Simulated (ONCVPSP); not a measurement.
# Potentials for iron (Fe) compared

Generated with ld1.x 7.5 (TM, RRKJ, ultrasoft, PAW), atompaw 4.2 or ONCVPSP 4.0.1. The cutoff is in Ry: for ld1.x and atompaw files where the sum of valence levels is converged to 10 mRy in a Bessel basis, for ONCV files where the hardest occupied wave has 1 mHa per electron of residual kinetic energy. The error is the largest all-electron minus pseudo excitation energy over each file’s own four to seven test configurations (ionisations up to +4, promotions, holes and added fractions of an electron), all of which were solved. The labels leave out finer settings (local radius, basis sizes, second energies), which also bear on the numbers. Spin-polarised tests are not counted. The rows are a selection from randomly drawn settings: files with unsolved tests, undetermined cutoffs or missed reference levels are left out.

A true bound ghost makes a file unfit for plane-wave use even where its test errors are small: the radial tests pick states by their node count and pass the ghost by.

| potential | cutoff (Ry) | largest error (meV) | bound ghosts |
| --- | --- | --- | --- |
| ONCV, LDA (Perdew-Zunger), scalar-relativistic, rc 1.85/1.70/1.25 (spd), local d, core correction no, reference 3d6 4s1.5, qcut 3.9/4.4/15.3, projectors 2/2/0 | 147 | -84 | s, p |
| ONCV, LDA (Perdew-Zunger), fully relativistic, rc 1.90/2.00/0.90 (spd), local d, core correction yes, reference 3d6 4s1.5, qcut 3.8/5/11, projectors 2/2/0 | 524 | -98 | s, p3/2, p1/2 |
| ONCV, PW91, scalar-relativistic, rc 1.45/0.80/1.30 (spd), local smoothed, core correction yes, reference 3s2 3p6 3d6 4s1.5, qcut 9.6/8.4/10.3, projectors 2/2/3 | 105 | -54 | d |
| ONCV, PBE, scalar-relativistic, rc 1.35/0.90/1.20 (spd), local smoothed, core correction no, reference 3s2 3p6 3d6 4s2, qcut 7.3/10.2/13, projectors 2/2/1 | 130 | -8.9 | none |
| ONCV, PBE, scalar-relativistic, rc 1.60/1.45/1.65 (spd), local smoothed, core correction yes, reference 3s2 3p6 3d6 4s1 4p1, qcut 7.4/10.5/9, projectors 2/2/3 | 72 | +4.5 | none |
| ONCV, PBEsol, scalar-relativistic, rc 1.50/0.85/1.70 (spd), local smoothed, core correction yes, reference 3s2 3p6 3d6 4s2, qcut 7.8/11.3/8.1, projectors 2/1/2 | 91 | -596 | none |
| ONCV, PBE, scalar-relativistic, rc 1.55/0.90/1.50 (spd), local smoothed, core correction yes, reference 3s2 3p6 3d6 4s2, qcut 5.9/10.8/12.6, projectors 2/3/1 | 104 | -490 | none |

**Question.** Fill in the row for Fe: ONCV, LDA (Perdew-Wang 92), scalar-relativistic, rc 1.40/1.05/1.25 (spd), local smoothed, core correction yes, reference 3s2 3p6 3d6 4s0.5, qcut 8.6/15.5/10.9, projectors 2/1/2.

**Answer.** cutoff 111 Ry, largest error -28 meV, bound ghosts: none.

**Question.** Fill in the row for Fe: ONCV, PBE, scalar-relativistic, rc 1.25/0.90/1.45 (spd), local smoothed, core correction no, reference 3s2 3p6 3d6.5 4s1.5, qcut 12.6/11.1/10, projectors 2/1/3.

**Answer.** cutoff 95 Ry, largest error +78 meV, bound ghosts: none.
